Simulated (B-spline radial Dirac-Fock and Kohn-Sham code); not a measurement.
f′ and f″ of P, 527.2 eV to 9.085 keV

The computed values come from an atomic code on a B-spline grid: the dispersion relation over Dirac-Hartree-Slater subshell photoionisation cross sections, with the Kissel-Pratt high-energy constant (isolated atom, no bound-bound lines or fine structure). The forward scattering factor is f₀ + f′ + i f″.

The run's input, task.json:

```json
{"items": [{
  "Z": 15,
  "q": 0,
  "cfg": [[1, 0, 2], [2, 0, 2], [2, 1, 6], [3, 0, 2], [3, 1, 3]],
  "A": 31,
  "rrms": 3.1889,
  "do": "dispersion",
  "hv": [527.2, 602.2, 609.8, 777.2, 828.7, 1000.0, 1253.6, 1259.0, 1486.9, 1521.0, 1557.0, 1732.0, 2000.0, 2984.4, 4000.0, 4510.9, 4583.0, 5414.7, 6000.0, 6403.9, 6930.3, 8047.8, 8218.0, 9085.0, 9251.7, 9645.0, 11710.0, 12000.0, 14210.0, 14240.0, 15000.0, 15880.0, 17479.3, 17540.0, 22162.9, 22400.0, 24209.8, 30000.0, 34270.0, 40000.0, 42400.0, 50510.0, 52620.0, 62970.0],
  "edges": {"K": 2145.5, "L1": 189.0, "L2": 136.0, "L3": 135.0}
}]}
```

Run with: `python xray2_run.py task.json out`

Edges near this range: K 2145.5 eV.

```tsv
hν (eV)	λ (Å)	f′ (e)	f″ (e)	tabulated f′	tabulated f″
527.2	23.52	-0.673	3.743	–	3.55
602.2	20.59	-0.626	3.082	–	2.92
609.8	20.33	-0.626	3.025	–	2.86
777.2	15.95	-0.703	2.091	–	1.97
828.7	14.96	-0.745	1.891	–	1.79
1000	12.40	-0.906	1.402	-0.91	1.33
1253.6	9.890	-1.171	0.970	-1.18	0.89
1259	9.848	-1.177	0.963	-1.18	0.88
1486.9	8.338	-1.455	0.730	-1.47	0.66
1521	8.151	-1.504	0.702	-1.52	0.63
1557	7.963	-1.557	0.675	-1.58	0.61
1732	7.158	-1.873	0.564	-1.90	0.51
2000	6.199	-2.863	0.440	-2.97	0.40
2984.4	4.154	-0.164	2.528	-0.16	2.48
4000	3.100	0.328	1.561	0.32	1.52
4510.9	2.749	0.383	1.270	0.37	1.24
4583	2.705	0.387	1.235	0.38	1.20
5414.7	2.290	0.395	0.920	0.39	0.89
6000	2.066	0.380	0.764	0.37	0.73
6403.9	1.936	0.366	0.679	0.36	0.65
6930.3	1.789	0.345	0.587	0.34	0.56
8047.8	1.541	?	?	?	?
8218	1.509	0.296	0.427	0.29	0.41
9085	1.365	0.265	0.353	0.26	0.34
```

Problem. What are f′ and f″ at Cu Kα (8047.8 eV)?

Solution. f′ = 0.302 and f″ = 0.444 electrons (tables: 0.30 and 0.43). By the optical theorem f″ corresponds to a photoabsorption cross section 2 rₑ λ f″ = 3850 b.

Tabulated f′: xraylib 4.2 anomalous scattering factors (Cullen et al., EPDL97); f″: Chantler's tables (J. Phys. Chem. Ref. Data 1995 and 2000). Both are theoretical tables.
